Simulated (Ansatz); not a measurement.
The cluster Nb₂O, relaxed as a singlet with RKS r2SCAN-D4/def2-TZVP in Ansatz, starting from packed atoms. Force threshold 0.02 eV/Å.

In the def2 sets Nb takes a core potential; there is no spin–orbit coupling. The restricted singlet is unstable: a solution with broken spin symmetry lies lower. The structure comes from a short search, and lower isomers may exist.

Start:

```csv
atom,x (Å),y (Å),z (Å)
Nb1,-0.1680,-0.3535,-1.9205
Nb2,0.1914,1.1303,1.5809
O3,-0.0234,-0.7768,0.3396
```

```tsv
step	energy (eV)	largest force component (eV/Å)	SCF passes
1	-5139.3985	4.925	302
2	-5142.0466	3.909	41
3	-5143.0480	2.221	41
4	-5143.7289	2.269	164
5	-5143.8937	2.661	84
6	-5146.0875	4.174	54
7	-5147.6693	0.382	37
8	-5147.6733	0.079	27
9	-5147.6740	0.001	26
```

Force components are those of the run's own axes.

End:

```xyz
3

Nb   -0.0849    0.0732   -1.1802
Nb    0.1144    0.9134    0.7469
O    -0.0295   -0.9866    0.4333
```

By distances, no bond broke or formed, bridged metal pairs apart. The bond that changes most is Nb1–O3, from 2.30 to 1.93 Å (atoms count from 1). A close non-bonded pair moves further: Nb1–Nb2, from 3.82 to 2.11 Å. Metal–metal contacts that move far: Nb1–Nb2 3.82 to 2.11 Å.

No frequencies were taken in this run, so the end may be a saddle point.

Run time 38 s (4 threads of Arm Neoverse V1 on a shared host).
